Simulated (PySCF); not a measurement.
Pt (platinum, neutral): UHF calculation

Configuration: [Xe] 4f14 5d8 6s2, high-spin 3F determinant (an excited configuration). Calculation: PySCF 2.14, in aug-cc-pwCVDZ-PP with ECP60MDF (6s6p5d3f, 70 functions); a scalar-relativistic core potential.

- Total energy: -118.503035 hartree
- One-electron energy: -207.2800 hartree
- Hartree (Coulomb) energy: 99.4715 hartree
- Exchange energy: -10.6945 hartree
- ⟨S²⟩: 2.0091
- ⟨L²⟩: 12.037
- Sum of ⟨r⟩: 27.73 bohr
- Sum of ⟨r²⟩: 56.10 bohr²

| shell | electrons | mean orbital energy (eV) | spread (eV) | rms radius, mean of both spins (bohr) |
| --- | --- | --- | --- | --- |
| 5s α | 1 | -124.12 | 0 | 1.03 |
| 5s β | 1 | -121.04 | 0 | 1.03 |
| 5p α | 3 | -74.340 | 0 | 1.19 |
| 5p β | 3 | -70.123 | 0 | 1.19 |
| 5d α | 5 | -14.856 | 1.065 | 1.75 |
| 5d β | 3 | -13.100 | 0 | 1.75 |
| 6s α | 1 | -8.899 | 0 | 3.24 |
| 6s β | 1 | -7.852 | 0 | 3.24 |

Energies and moments cover only the electrons outside the core potential. Spin-orbit coupling, absent here, splits the open shell strongly.
